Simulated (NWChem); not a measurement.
# GeH$_{3}$SeCl; SMILES Cl[Se][GeH3]

```xyz
6

Se    -0.8010     0.6600     0.0000
Cl     1.0930     1.7827     0.0000
Ge     0.2321    -1.4705     0.0000
H      1.0864    -1.6144     1.2667
H     -0.9456    -2.4609     0.0000
H      1.0864    -1.6144    -1.2667
```
Atoms are numbered in this order, from 1.

Program: NWChem. Pople sets run with spherical d functions. Structure relaxed at the PBE0/def2-SVP level.

For level PBE0/6-311G**:

```
Property    Result
----------  ------
dipole (D)    2.40
```

Problem. What are these values for level PBE0/3-21G?

Solution. The dipole (D) is 3.01.
